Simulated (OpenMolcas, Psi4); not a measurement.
**Psi4 → OpenMolcas**

Psi4 1.11 runs this on SnH2F2 (SMILES [F][SnH2][F]):

job.in:
```
memory 2200 MB

molecule geom {
  F     -0.343500    -0.356300     1.741400
  Sn     0.128900    -0.073200    -0.086200
  F     -1.231200     1.110700    -0.712400
  H     -0.087400    -1.547100    -0.889100
  H      1.583200     0.792100    -0.095000
  symmetry c1
  no_reorient
  no_com
}

set {
  basis def2-SVP
  puream true
  e_convergence 1e-09
  d_convergence 1e-08
  scf_type pk
  dft_radial_points 99
  dft_spherical_points 590
}

result, w = energy("pbe0", return_wfn=True)
oeprop(w, "WIBERG_LOWDIN_INDICES", "QUADRUPOLE", "MAYER_INDICES")
```

```bash
$ psi4 job.in job.out -n 1
```

Geometry: relaxed at PBE0-D4/def2-TZVP.

It gives a total energy of -414.864499 Eh.

Write the same calculation for OpenMolcas 26.06 as an input file of the program's own, asking for the gradient.

This input was run:

test.input:
```
* F2H2Sn Kohn-Sham DFT

&GATEWAY
 BasLib=$CurrDir
 Coord
 5
 angstrom
 F       -0.343500      -0.356300       1.741400
 Sn       0.128900      -0.073200      -0.086200
 F       -1.231200       1.110700      -0.712400
 H       -0.087400      -1.547100      -0.889100
 H        1.583200       0.792100      -0.095000
 Basis=def2-SVP
 Group=NoSym

&SEWARD
 GridInput
 Grid=UltraFine
 End of Grid

&SCF
 KSDFT=PBE0
 Thresholds=1e-10 1e-07 1e-07 1e-05
 PrOrbitals=1 2

&ALASKA
```

```bash
$ export MOLCAS_MEM=1860
$ pymolcas test.input > test.log
```

(Basis files named in the input come from the Basis Set Exchange and aren't shown.)

Its energy is -414.864481 Eh, 0.018 mEh from the first.
